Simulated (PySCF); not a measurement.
Computed Raman spectrum (relative Raman activity) of a molecule C3H6O2Si. Geometry optimised at PBE0-D3(BJ)/def2-SVP. Other conformers were not sampled. All values below come from PBE0-D3(BJ)/def2-SVP run with PySCF. Frequencies are harmonic and unscaled.

Lines under 2 % of the strongest are left out, and lines within 2 cm⁻¹ are merged.

ν (cm⁻¹): 384 (vw), 623 (w), 709 (w), 837 (vw), 896 (vw), 926 (vw), 937 (m), 1241 (vw), 1359 (w), 1718 (m), 2251 (vs), 2263 (m), 2267 (m), 3199 (m), 3232 (s), 3330 (m) (against the strongest line: vs over 80 %, s over 45 %, m over 15 %, w over 4 %, vw less)

### Question
Identify the compound among the candidates.
A. O=CCC(=O)[SiH3]
B. O[SiH2]C1=CCO1
C. C=COC(=O)[SiH3]
D. C#C[Si](C)(O)O

### Answer
C, C=COC(=O)[SiH3]
